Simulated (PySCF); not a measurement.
# Correlation energy of Hf⁻ (hafnium, charge -1)

[Xe] 4f14 5d3 6s2, high-spin 4F determinant. Calculation: PySCF 2.14, in x2c-TZVPPall with one added diffuse shell each of s, p, d, f type (12s8p8d4f1g, 113 functions); scalar relativity by spin-free X2C-1e. Frozen: [Kr] 4d10 4f14; 13 electrons correlated.

```json
{"level": "CCSD", "correlation energy (mhartree)": "-271.46"}
{"level": "(T)", "correlation energy (mhartree)": "-14.99"}
{"level": "CCSD(T)", "correlation energy (mhartree)": "-286.45"}
```

Diagnostics: T1 = 0.095, D1 = 0.4325, largest double amplitude 0.077.

Task: Is a single reference adequate?

Result: Not fully. Spin-orbit coupling, absent here, splits the open shell strongly. The configuration of this anion was assumed by filling the next shell in order. It is not the known or likely ground configuration (Ca⁻, Sr⁻ and Ba⁻, for instance, bind a p electron), so these values are not the electron affinity of the element. T1 exceeds 0.03, a sign that the reference determinant is poor.

This basis was not built for core-valence correlation, so the inner-shell part is incomplete.
